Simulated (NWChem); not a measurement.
Species: InCl2F; SMILES [F][In]([Cl])[Cl]

```xyz
4

In     0.0000     0.0000    -0.2422
F      0.0000     0.0000    -2.2052
Cl     2.0559     0.0000     0.8683
Cl    -2.0559     0.0000     0.8683
```
Atoms are numbered in this order, from 1.

Level: PBE-D3(BJ)/def2-SVP with def2 effective core potentials on In (NWChem), optimised geometry, unscaled harmonic frequencies. def2 effective core potentials on In; no spin-orbit coupling.

```tsv
frequency (cm⁻¹)	IR intensity (km/mol)
84	6.5
107	18.1
116	21.2
346	6.1
392	54.3
600	47.8
```

- zero-point energy = 2.3 kcal/mol
- thermal correction to the enthalpy at 298.15 K (with zero-point energy) = 6.6 kcal/mol
- heat capacity Cv = 15.9 cal/(mol K)
- entropy at 298.15 K and 1 atm (symmetry number 2) = 81.7 cal/(mol K)

Rigid rotor and harmonic oscillator; modes under 100 cm⁻¹ make the entropy uncertain.
